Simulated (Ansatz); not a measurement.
Basis sets compared for Mg8O8 (started as a model of: 1x4x4 MgO rock-salt block). The state is a singlet with charge 0. Geometry PBE-D4/def2-SVP. Ansatz on 4 threads of Arm Neoverse V2 on a shared host; times are rough, and most runs start from earlier orbitals.

```xyz
16

Mg   -1.787    2.644   -2.160
O    -2.591    1.502   -0.940
Mg   -3.071   -0.164   -0.067
O    -3.518   -1.951    0.359
O    -0.012    2.659   -1.626
Mg   -0.657    1.348   -0.118
O    -1.254   -0.267    0.841
Mg   -1.811   -2.204    1.130
Mg    1.817    2.114   -1.282
O     1.235    0.936    0.280
Mg    0.633   -0.741    1.141
O     0.013   -2.711    1.557
O     3.540    1.347   -1.376
Mg    3.076    0.113   -0.025
O     2.581   -1.493    0.944
Mg    1.806   -3.130    1.344
```

Binding counts from free atoms (Mg singlet, O triplet) in the same basis, without a counterpoise term.

| level | functions | energy (Eh) | HOMO (eV) | LUMO (eV) | binding per atom (eV) | wall time |
| --- | --- | --- | --- | --- | --- | --- |
| PBE-D4/def2-SVP | 256 | -2200.6358 | -3.94 | -3.48 | 3.99 | 10 s |
| PBE0-D4/def2-SVP | 256 | -2200.7433 | -5.08 | -2.81 | 3.79 | 17 s |

**Question.** Estimate the rows for PBE-D4/def2-TZVP (with forces), PBE0-D4/def2-TZVP.

**Answer.** 
```tsv
level	functions	energy (Eh)	HOMO (eV)	LUMO (eV)	binding per atom (eV)	wall time
PBE-D4/def2-TZVP (with forces)	504	-2201.9130	-3.97	-3.42	3.90	26 s
PBE0-D4/def2-TZVP	504	-2202.0156	-5.12	-2.74	3.71	53 s
```
